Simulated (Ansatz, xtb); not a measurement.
# Relative energy of two isomers of C4HF5

Structure X is `FC(F)(F)C1=CC1(F)F`, a singlet and structure Y is `FC1=C(F)C(F)(F)[C@@H]1F`, a singlet. Both are isolated molecules in the gas phase, relaxed with r2SCAN-D4/def2-SVP.

X (Å):

```yaml
atoms:
  - { symbol: C, position_ang: [-0.4082, 0.3100, -0.2879] }
  - { symbol: C, position_ang: [0.3659, -0.9521, -0.1317] }
  - { symbol: C, position_ang: [0.7625, -1.9040, 0.6953] }
  - { symbol: C, position_ang: [1.1924, -2.0074, -0.6928] }
  - { symbol: F, position_ang: [0.3827, 1.2976, -0.7241] }
  - { symbol: F, position_ang: [-0.9466, 0.6902, 0.8772] }
  - { symbol: F, position_ang: [-1.3994, 0.1485, -1.1726] }
  - { symbol: F, position_ang: [2.4732, -1.7921, -1.0622] }
  - { symbol: F, position_ang: [0.6901, -2.9409, -1.5290] }
  - { symbol: H, position_ang: [0.7542, -2.3034, 1.7099] }
```

Y (Å):

```xyz
10

C     1.2047   -0.1552   -0.4358
C     1.4040   -1.3568    0.1401
C    -0.0455   -1.7306    0.0467
C    -0.2759   -0.3290   -0.6069
F     1.9735    0.8645   -0.7299
F     2.4263   -1.9742    0.6827
F    -0.6763   -1.9269    1.2280
F    -0.3691   -2.7569   -0.7615
F    -0.7209   -0.3909   -1.8980
H    -0.9340    0.3384   -0.0236
```

Question: Which of the two would you expect CCSD(T)/def2-SVP + ΔMP2/def2-TZVPP electronic energies to favour?

Answer: Not settled: CCSD(T)/def2-SVP + ΔMP2/def2-TZVPP gives E(Y) − E(X) = −15.5 kJ/mol, but this leans on the basis-set step: CCSD(T) alone gives +11.3 kJ/mol.

The same difference at several levels:

```
                             level            geometry  E(Y) − E(X) (kJ/mol)  departure from the last row (kJ/mol)  job, with rough time for the two
                          GFN2-xTB            GFN2-xTB                   −45.3                                 −29.8              optimisation, 0.12 s
                         HF/STO-3G            GFN2-xTB                  −112.7                                 −97.2              single point, 0.36 s
      r2SCAN-D4/def2-SVP//GFN2-xTB            GFN2-xTB                    +0.2                                 +15.8               single point, 3.4 s
                r2SCAN-D4/def2-SVP  r2SCAN-D4/def2-SVP                    +1.1                                 +16.6                optimisation, 27 s
                       HF/def2-SVP  r2SCAN-D4/def2-SVP                   +17.0                                 +32.6           part of the CCSD(T) run
                      MP2/def2-SVP  r2SCAN-D4/def2-SVP                   +19.6                                 +35.2           part of the CCSD(T) run
                  CCSD(T)/def2-SVP  r2SCAN-D4/def2-SVP                   +11.3                                 +26.9                      single point
CCSD(T)/def2-SVP + ΔMP2/def2-TZVPP  r2SCAN-D4/def2-SVP                   −15.5                                                      single point, 80 s
```

As drawn, both hold the same kinds of bond in the same numbers. Structure X has a 3-membered ring, Y a 4-membered ring.

HF/def2-SVP, MP2/def2-SVP, CCSD(T)/def2-SVP put the two in the other order. r2SCAN-D4/def2-SVP//GFN2-xTB, r2SCAN-D4/def2-SVP find them nearly level. The largest departure from CCSD(T)/def2-SVP + ΔMP2/def2-TZVPP is that of HF/STO-3G, 97.2 kJ/mol. The last row adds to CCSD(T) the change of the MP2 difference between the two basis sets, here −26.9 kJ/mol, a large step that makes the value less sure.

With thermal terms from frequencies at re-optimised GFN2-xTB minima (ideal gas, soft modes damped towards free rotors, one conformer each, 298.15 K, 1 atm): on the last row, ΔE + ΔZPE = −10.4, ΔH = −11.5, ΔG = −7.8 kJ/mol.

The correlated steps freeze 9 core orbitals. Mirror images aren't counted in ΔG. Run with Ansatz 0.2.0, xtb 6.7.1; the last row on 4 threads of Arm Neoverse V1 on a shared host.
